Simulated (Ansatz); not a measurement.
A nudged elastic band was laid between two geometries of ClH3Sn (5 atoms, charge 0, multiplicity 1).

Method: Ansatz 0.2.0, RKS PBE-D4/def2-SVP.

```json
{"movable images": "5", "climbing image": "yes", "spring": "5.0 eV/Å²", "optimiser": "quadratic models (default)", "start path": "through a guess of the saddle point", "force threshold": "0.05 eV/Å", "iteration limit": "60", "end points": "relaxed"}
```

First end point:

```xyz
5
Properties=species:S:1:pos:R:3
Sn -0.126 -0.076 0.110
Cl 1.503 0.906 -1.316
H -0.808 -1.392 -0.768
H -1.282 1.156 0.450
H 0.713 -0.594 1.524
```

Last end point:

```xyz
5
Properties=species:S:1:pos:R:3
Sn -0.785 -0.300 0.984
Cl 0.762 -0.061 -1.507
H 0.205 -1.059 -2.128
H -0.983 1.485 0.847
H 0.801 -0.065 1.804
```

Problem. What changes between the two ends?

Solution. Bonds broken: Sn1–H3. Bonds formed: Cl2–H3.

Problem. What energy profile does the band end with?

Solution. The forces met the threshold. The highest image is number 3 of 0 to 6, 160.8 kJ/mol above the first end and 40.5 kJ/mol above the last; the last end lies 120.3 kJ/mol above the first. A vibrational analysis at the climbing image gives one clearly imaginary mode, 797i cm⁻¹: a first-order saddle point. The orbitals stay closed-shell, which can raise the energy where a bond breaks towards radicals; this wasn't checked here.

| image | path coordinate (Å) | energy (kJ/mol) | Sn1–H3 (Å) | Cl2–H3 (Å) |
| --- | --- | --- | --- | --- |
| 0 | 0.00 | 0.0 | 1.72 | 3.30 |
| 1 | 0.50 | 24.3 | 1.70 | 2.81 |
| 2 | 0.99 | 104.9 | 1.70 | 2.25 |
| 3 | 1.49 | 160.8 | 1.82 | 1.72 |
| 4 | 1.96 | 134.0 | 2.26 | 1.35 |
| 5 | 2.43 | 125.5 | 2.81 | 1.30 |
| 6 | 2.90 | 120.3 | 3.35 | 1.30 |

Problem. What is the geometry of the highest image?

Solution. 
```xyz
5
Properties=species:S:1:pos:R:3:forces:R:3
Sn -0.479 -0.282 0.450 0.00 -0.02 0.00
Cl 1.112 0.276 -1.651 0.00 0.00 -0.01
H -0.090 -0.882 -1.229 0.00 0.01 0.00
H -1.250 1.269 0.698 0.00 0.01 0.00
H 0.707 -0.381 1.732 0.00 0.00 0.01
```

Problem. What are the harmonic wavenumbers there?

Solution. 797i, 253, 392, 519, 557, 751, 1488, 1771, 1796 cm⁻¹.

The band took 7 iterations and about 50 core-seconds.

Time of the run: 46 s on 1 CPU thread of a shared host.
